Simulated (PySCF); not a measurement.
**Electron correlation in La(3+) (lanthanum, charge +3)**

Starting occupation: [Xe]. Calculation: PySCF 2.14, in x2c-TZVPPall-2c with one added diffuse shell each of s, p, d type (12s12p11d3f1g, 133 functions); X2C-1e with screened-nucleus spin-orbit coupling, Gaussian nucleus. Frozen: [Ar] 3d10; 26 electrons correlated; the 18 highest virtual spinors left out.

MP2 pair energies summed by pair of shells (mhartree):

| pair | energy | share (%) |
| --- | --- | --- |
| 4d3/2-4d5/2 | -142.21 | 18.2 |
| 4d5/2-4d5/2 | -105.11 | 13.5 |
| 4d5/2-5p3/2 | -62.26 | 8.0 |
| 5p3/2-5p3/2 | -50.94 | 6.5 |
| 5p1/2-5p3/2 | -47.04 | 6.0 |
| 4d3/2-4d3/2 | -45.64 | 5.9 |
| 4d3/2-5p3/2 | -40.10 | 5.1 |
| 4d5/2-5p1/2 | -32.58 | 4.2 |
| 4d5/2-4p3/2 | -27.93 | 3.6 |
| 4d3/2-5p1/2 | -21.79 | 2.8 |
| 4d3/2-4p3/2 | -19.43 | 2.5 |
| 5p3/2-5s1/2 | -18.47 | 2.4 |
| 4d5/2-5s1/2 | -17.53 | 2.2 |
| 4d5/2-4p1/2 | -14.62 | 1.9 |
| 4p3/2-4p3/2 | -12.89 | 1.7 |
| 5p1/2-5p1/2 | -12.77 | 1.6 |
| 4d5/2-4s1/2 | -12.40 | 1.6 |
| 4p1/2-4p3/2 | -11.90 | 1.5 |
| 4d3/2-5s1/2 | -11.43 | 1.5 |
| 4d3/2-4p1/2 | -9.27 | 1.2 |
| 5p1/2-5s1/2 | -9.16 | 1.2 |
| 4d3/2-4s1/2 | -8.35 | 1.1 |
| 4p3/2-4s1/2 | -6.56 | 0.8 |
| 4p3/2-5s1/2 | -6.33 | 0.8 |
| 5s1/2-5s1/2 | -5.61 | 0.7 |
| 4p3/2-5p3/2 | -5.21 | 0.7 |
| 4p1/2-4s1/2 | -3.39 | 0.4 |
| 4p1/2-4p1/2 | -3.38 | 0.4 |
| 4p3/2-5p1/2 | -3.33 | 0.4 |
| 4p1/2-5s1/2 | -2.87 | 0.4 |

Total MP2 correlation energy: -779.96 mhartree.

The virtual space was cut to 110 spinors, which keep -763.04 of the -779.96 mhartree of MP2 correlation.

```
level  correlation energy (mhartree)
 CCSD                        -707.22
```

Diagnostics: T1 = 0.0018, largest double amplitude 0.036.

Cost of the coupled-cluster step: 420 s of wall time on 4 threads of Neoverse-V2 (shared host), for 26 occupied and 110 virtual spinors.

Iterations:

```
Init t2, MP2 energy = -0.763044480909312
CCSD nocc = 26, nmo = 136
Init t2, MP2 energy = -0.763044480909312
Init E_corr(GCCSD) = -0.763044480909312
cycle = 1  E_corr(GCCSD) = -0.69301873072885  dE = 0.0700257502  norm(t1,t2) = 0.0490506
cycle = 2  E_corr(GCCSD) = -0.708387413779515  dE = -0.0153686831  norm(t1,t2) = 0.00923569
cycle = 3  E_corr(GCCSD) = -0.706875920743576  dE = 0.00151149304  norm(t1,t2) = 0.00179028
cycle = 4  E_corr(GCCSD) = -0.707226001904141  dE = -0.000350081161  norm(t1,t2) = 0.000461385
cycle = 5  E_corr(GCCSD) = -0.707220699437923  dE = 5.30246622e-06  norm(t1,t2) = 2.90383e-05
cycle = 6  E_corr(GCCSD) = -0.70721903008276  dE = 1.66935516e-06  norm(t1,t2) = 3.65148e-06
cycle = 7  E_corr(GCCSD) = -0.707219120135588  dE = -9.00528278e-08  norm(t1,t2) = 7.62114e-07
cycle = 8  E_corr(GCCSD) = -0.707219162812974  dE = -4.26773863e-08  norm(t1,t2) = 9.26789e-08
cycle = 9  E_corr(GCCSD) = -0.707219159822137  dE = 2.99083758e-09  norm(t1,t2) = 2.07065e-08
GCCSD converged
E(GCCSD) = -8490.620516881723  E_corr = -0.7072191598221368
```

This basis was not built for core-valence correlation, so the inner-shell part is incomplete.
